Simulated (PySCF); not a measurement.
AlClI2, SMILES [Cl][Al]([I])[I]. Geometry optimised at r2SCAN-D4/def2-SVP. The def2 effective core potentials stand for the cores of I; spin–orbit coupling is left out.

Task: Give the equilibrium geometry at r2SCAN-D4/def2-SVP (PySCF confirms it by a frequency run) as a Z-matrix, and its point group. (An estimate is asked for; the answer gives what the named calculation found.)

Result: point group C2v.
```
Al
Cl 1 2.0934
I 1 2.4519 2 119.50
I 1 2.4519 2 119.50 3 180.00
```
